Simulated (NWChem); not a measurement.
Species: C2H6N, doublet; SMILES C[CH]N

Program: NWChem. Pople sets run with spherical d functions. Spin-unrestricted. No stability test was run on the SCF state. Level UHF/6-31G*: optimisations from one semi-empirical or force-field start; each run changes one setting, and all end within 0.3 mHa of each other. One conformer.

```
setting                                             optimisation steps
--------------------------------------------------  ------------------
redundant internal coordinates, default thresholds                  17
tight thresholds                                                    22
trust radius 0.05                                                   18
no line search                                                      20
```
